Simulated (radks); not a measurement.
The numbers below are computed, except where a source is named.
Initial-state core-level shifts of the bromine ion Br+ when its valence configuration changes from [Ar] 3d10 4s2 4p4. Code: a radial shooting solver on a logarithmic mesh with Libxc functionals. Model: scalar-relativistic Kohn-Sham, PBE, spin-unpolarised, spherical densities, finite nucleus; Fermi nuclear charge, rms radius 4.1629 fm. Shifts are changes of the shell-averaged eigenvalues in eV (positive: less bound); the change of the density at the nucleus, which sets a Mossbauer isomer shift, is in e/bohr^3, on a base of 4.499e+04.

valence                1s       2s       2p       3p  density at nucleus
3d9 4s2 4p5       -15.700  -17.381  -17.263  -13.015             +18.538
3d8 4s2 4p6       -32.221  -35.729  -35.496  -26.303             +38.302
3d10 4s1 4p5       -1.619   -1.585   -1.577   -1.594             -36.671
3d10 4p6           -3.183   -3.117   -3.099   -3.137             -74.682
3d10 4s1.5 4p4.5   -0.817   -0.800   -0.795   -0.803             -18.163
3d9 4s1.5 4p5.5   -16.459  -18.130  -18.007  -13.763              -1.727
3d8.5 4s1.5 4p6   -24.590  -27.161  -26.979  -20.349              +6.952
